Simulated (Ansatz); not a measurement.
`F[CH2][AlH][Br]` + H₂O → `[OH][AlH][CH2]F` + HBr at 298.15 K and 1 bar (formal hydrolysis of the Al–Br bond).

Calculated with Ansatz (gas phase, PBE0-D4/def2-TZVP geometries, no zero-point term in ΔE). CCSD(T)/CBS adds triple-zeta CCSD(T) − MP2 to the extrapolated MP2 energy (def2 sets, frozen cores). This one scheme is used for every species. For Br outer-core shells are correlated without core-valence functions, which leaves a few kJ/mol of doubt a bond. Scalar relativity is left out up to krypton. Each species was taken in one conformer, which may not be the lowest.

```tsv
species	CCSD(T)/CBS energy (Eh)	H − E (kJ/mol)	S (J/(mol·K))
`F[CH2][AlH][Br]`	-2955.02561	114.9	340.3
H₂O	-76.37941	66.4	188.7
`[OH][AlH][CH2]F`	-457.47532	148.1	325.0
HBr	-2573.91920	24.6	198.6
```

H − E and S are ideal-gas, rigid-rotor, harmonic terms from PBE0-D4/def2-TZVP, for one conformer and one mirror image of each species. 1 Eh = 2625.50 kJ/mol, R = 8.31446 J/(mol·K).

Q: By hand: ΔE, ΔH, ΔS and ΔG.

A: ΔE = (-457.47532) + (-2573.91920) − (-2955.02561) − (-76.37941) = 0.01050 Eh = 27.6 kJ/mol. Δ(H − E) = 148.1 + 24.6 − 114.9 − 66.4 = -8.6, so ΔH = 19.0 kJ/mol. ΔS = 325.0 + 198.6 − 340.3 − 188.7 = -5.4 J/(mol·K). ΔG = 19.0 − 298.15 × (-5.4)/1000 = 20.6 kJ/mol.

Q: By hand: the equilibrium constant, and the temperature at which ΔG would vanish if ΔH and ΔS stayed fixed.

A: log₁₀ K = −ΔG/(RT ln 10) = -3.6. ΔH and −TΔS have one sign here, so there is no such temperature.

The number of gas molecules stays the same, so ΔS is small and ΔH decides. A doubt of 5 kJ/mol in ΔE shifts log₁₀ K by 0.9 here. Other conformers and mirror images would add mixing entropy, several J/(mol·K) or more a flexible species. Modes under 60 cm⁻¹, often nearly free rotors, make the harmonic entropy too high. These are equilibria of isolated gas molecules and say nothing of rates. Largest T1 diagnostic: 0.012 (customary marks: 0.02 for closed shells, 0.045 for open ones).

ΔS is within the doubt of such terms, so its sign, and with it that verdict, could turn.
